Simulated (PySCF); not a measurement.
Job file and geometry (Å, from GFN2-xTB) of an NMR shielding run on 4-methoxybenzenethiol, C$_{7}$H$_{8}$OS, GIAO PBE0/pcSseg-1 NMR shielding, non-relativistic, gas phase in PySCF 2.14.0, density-fitted response routines; density fitting, a coarse starting grid and PySCF grid level 2 are the driver's defaults:

```
$ OMP_NUM_THREADS=1 python probes_run.py task.json out

{"job": {"kind": "nmr", "xc": "PBE0", "basis": "pcSseg-1"}, "charge": 0, "multiplicity": 1}
C     -2.813275    -0.884037    -0.097018
O     -2.119643     0.338194    -0.042339
C     -0.765321     0.315479     0.099350
C     -0.140980     1.563136     0.171821
C      1.223689     1.657062     0.319949
C      1.997177     0.502936     0.395391
S      3.749702     0.675484     0.582664
C      1.386138    -0.737185     0.321749
C      0.012260    -0.834060     0.174354
H     -3.864700    -0.620402    -0.200017
H     -2.675334    -1.466112     0.820046
H     -2.506419    -1.484767    -0.959435
H     -0.754014     2.447924     0.110636
H      1.701166     2.622984     0.378980
H      4.020110    -0.628464     0.609758
H      1.975541    -1.641339     0.377758
H     -0.433094    -1.814804     0.119722
```

Q: What does the program print?

A: 
```
coarse grid: 15272 points
cycle   1  E = -744.2293930508  dE =  1.599e+00  |g| = 5.288e-01  |ddm| = 4.125e+00
cycle   2  E = -744.2034710622  dE =  2.592e-02  |g| = 6.726e-01  |ddm| = 1.218e+00
cycle   3  E = -744.2875312340  dE = -8.406e-02  |g| = 1.089e-01  |ddm| = 6.991e-01
cycle   4  E = -744.2896050172  dE = -2.074e-03  |g| = 3.937e-02  |ddm| = 1.220e-01
cycle   5  E = -744.2899318710  dE = -3.269e-04  |g| = 1.335e-02  |ddm| = 5.026e-02
cycle   6  E = -744.2899744920  dE = -4.262e-05  |g| = 4.575e-03  |ddm| = 1.861e-02
cycle   7  E = -744.2899794669  dE = -4.975e-06  |g| = 1.495e-03  |ddm| = 5.748e-03
final grid: 144392 points
cycle   8  E = -744.3565047111  dE = -3.993e-05  |g| = 1.306e-02  |ddm| = 5.917e-02
cycle   9  E = -744.3564675273  dE =  3.718e-05  |g| = 1.909e-02  |ddm| = 2.657e-02
cycle  10  E = -744.3565398177  dE = -7.229e-05  |g| = 1.906e-03  |ddm| = 1.689e-02
cycle  11  E = -744.3565405955  dE = -7.778e-07  |g| = 3.109e-04  |ddm| = 2.237e-03
cycle  12  E = -744.3565406137  dE = -1.817e-08  |g| = 1.769e-04  |ddm| = 5.130e-04
cycle  13  E = -744.3565406217  dE = -8.006e-09  |g| = 4.266e-05  |ddm| = 2.076e-04
cycle  14  E = -744.3565406221  dE = -4.334e-10  |g| = 1.379e-05  |ddm| = 6.054e-05
converged SCF energy = -744.3565406221

GIAO shielding tensors (ppm)
atom      isotropic    diamagn.    paramagn.     s11        s22        s33       span
  0 C      131.310     245.064    -113.754    103.158    112.007    178.764     75.606
  1 O      234.921     396.251    -161.330    132.310    281.288    291.164    158.854
  2 C       23.305     255.808    -232.503    -55.124      9.126    115.912    171.036
  3 C       62.230     252.969    -190.739    -26.901     49.560    164.030    190.930
  4 C       55.851     250.833    -194.982    -47.206     46.914    167.845    215.051
  5 C       54.603     263.491    -208.888    -38.768     47.973    154.604    193.372
  6 S      514.434    1053.255    -538.821    333.979    394.861    814.463    480.484
  7 C       54.961     253.168    -198.207    -44.829     59.761    149.949    194.778
  8 C       73.742     258.787    -185.044    -14.769     56.653    179.342    194.111
  9 H       27.484      27.378       0.106     22.987     26.049     33.417     10.429
 10 H       28.098      29.273      -1.175     24.739     25.714     33.842      9.103
 11 H       28.061      29.698      -1.637     24.644     25.725     33.813      9.168
 12 H       24.549      31.480      -6.931     20.648     24.822     28.176      7.528
 13 H       24.445      30.947      -6.502     20.131     24.088     29.115      8.984
 14 H       28.247      28.869      -0.622     21.112     27.632     35.997     14.885
 15 H       24.562      33.671      -9.109     20.045     24.138     29.503      9.458
 16 H       25.149      33.965      -8.816     20.858     24.859     29.730      8.872
```

Q: Turn these shieldings into chemical shifts. Chemical shifts δ = σref − σ; TMS for $^{13}$C (σ = 186.93 ppm), $^{1}$H (σ = 31.72 ppm); $^{17}$O (σ = 336.08 ppm) vs H2O; CS2 for $^{33}$S (σ = 503.73 ppm), all at this level.

A: Averaging equivalent atoms: C 2: 163.6; C 5: 132.3; C 4/7: 131.5; C 3/8: 118.9; C 0: 55.6; O 1: 101.2; S 6: -11; H 13/15: 7.21; H 12/16: 6.87; H 9/10/11: 3.84; H 14: 3.47 ppm. Experimental scales use liquid or dissolved standards, which lie at an offset from isolated H2O (liquid H2O: subtract about 36 ppm).

Size and cost of the density-fitted run: 200 basis functions, 28 s wall time on 1 thread of an Arm Neoverse V2, shared host; peak memory 0.88 GiB.
